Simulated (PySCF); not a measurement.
Curvature of the energy in the electron number along the 4p block, charge +1

Calculated with PySCF 2.14, in def2-TZVP, non-relativistic: one orbital is emptied in steps, and each cell gives the departure of E from the straight line at half an electron, in eV (from a cubic fit). The exact functional gives zero.

| species | orbital | LDA | PBE | r2SCAN | PBE0 | BHandHLYP | LC-wPBE | wB97X | UHF |
| --- | --- | --- | --- | --- | --- | --- | --- | --- | --- |
| Ga+ | 4s beta | -1.11 | -1.11 | -0.94 | -0.80 | -0.56 | -0.10 | -0.22 | 0.06 |
| Ge+ | 4p alpha | -1.05 | -1.01 | -0.94 | -0.73 | -0.49 | -0.09 | -0.18 | 0.08 |
| As+ | 4p alpha | -1.15 | -1.12 | -1.04 | -0.80 | -0.53 | -0.12 | -0.21 | 0.11 |
| Se+ | 4p alpha | -1.26 | -1.22 | -1.14 | -0.88 | -0.56 | -0.17 | -0.25 | 0.14 |
| Br+ | 4p beta | -1.26 | -1.21 | -1.11 | -0.86 | -0.56 | -0.15 | -0.32 | 0.20 |
| Kr+ | 4p beta | -1.36 | -1.31 | -1.21 | -0.93 | -0.58 | -0.20 | -0.34 | 0.23 |

**Question.** How does the mean departure depend on the functional?

**Answer.** LDA -1.20 eV; PBE -1.16 eV; r2SCAN -1.06 eV; PBE0 -0.83 eV; BHandHLYP -0.55 eV; LC-wPBE -0.14 eV; wB97X -0.25 eV; UHF 0.14 eV. Semilocal functionals are convex (delocalisation error), Hartree-Fock is concave or straight, and exact exchange removes curvature roughly in proportion to its share, so among the functionals the range-separated hybrids usually come closest to zero.

No spin-orbit coupling is included.
